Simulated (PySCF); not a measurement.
Compound: C₅H₅N₃OSi.
Cartesian coordinates in Å at the GFN2-xTB level; atoms count from 1:
```
atom  x, y, z in Å
C1    -2.0620   -0.9700    0.1153
C2    -1.3251    0.2853   -0.2257
C3    -2.1411    1.3187   -0.7872
N4    -2.8088    2.1323   -1.2382
N5    -0.0945    0.5222   -0.0767
Si6    1.3204   -0.2604    0.4538
C7     1.9617    0.9430    1.7305
N8     2.3735    1.6525    2.5281
C9     2.4806   -0.0883   -1.0707
O10    3.2233   -0.9628   -1.4236
H11   -2.5061   -1.3909   -0.7873
H12   -1.3893   -1.6942    0.5667
H13   -2.8753   -0.7419    0.8042
H14    1.3813   -1.6131    1.0059
H15    2.4570    0.8755   -1.6171
```

Computed with TDDFT B3LYP/def2-SVPD, vertical, gas phase, core orbitals frozen in the response in PySCF.

Transition dipole moments from the ground state, in atomic units and in the frame of the coordinates above (overall signs are arbitrary), for the states with f of 0.002 or more among the lowest 8:

```csv
state,E (eV),μx,μy,μz
S1,3.083,0.419,0.015,0.080
S3,3.919,0.835,-0.179,-0.256
S4,4.872,-0.322,0.135,-0.109
S5,5.680,0.146,-0.006,0.002
S6,5.697,0.123,-0.044,0.080
S7,5.882,0.477,-0.153,-0.344
S8,5.942,-0.792,0.102,-0.403
```

(1) What oscillator strength does each state have?

(2) What angle do the transition dipoles of S4 and S8 make?

(3) How is the summed strength of these states shared among x, y and z?

(4) What peak molar absorption coefficient would the strongest computed level give as a lone Gaussian band 0.3 eV wide at half height?

## Answers

(1) f = (2/3) ΔE |μ|² with ΔE in hartree (27.2114 eV).

```json
{"state": "S1", "|μ|² (au)": "0.182", "|μ| (D)": "1.08", "f": "0.014"}
{"state": "S3", "|μ|² (au)": "0.794", "|μ| (D)": "2.27", "f": "0.076"}
{"state": "S4", "|μ|² (au)": "0.134", "|μ| (D)": "0.93", "f": "0.016"}
{"state": "S5", "|μ|² (au)": "0.021", "|μ| (D)": "0.37", "f": "0.003"}
{"state": "S6", "|μ|² (au)": "0.023", "|μ| (D)": "0.39", "f": "0.003"}
{"state": "S7", "|μ|² (au)": "0.370", "|μ| (D)": "1.55", "f": "0.053"}
{"state": "S8", "|μ|² (au)": "0.800", "|μ| (D)": "2.27", "f": "0.116"}
```

(2) |cos θ| = |μa·μb| / (|μa| |μb|) = 0.96, so θ ≈ 17° (taken between 0 and 90°, since the signs are arbitrary).

(3) (2/3) Σ ΔE μα² gives 0.222 for x, 0.010 for y and 0.050 for z, 0.282 in all.

(4) ε(max) = 2.175×10⁸ f / FWHM, with the width in cm⁻¹. S8: 2.175×10⁸ × 0.1164 / 2420 ≈ 10000 L mol⁻¹ cm⁻¹.

One conformer stands for the species.
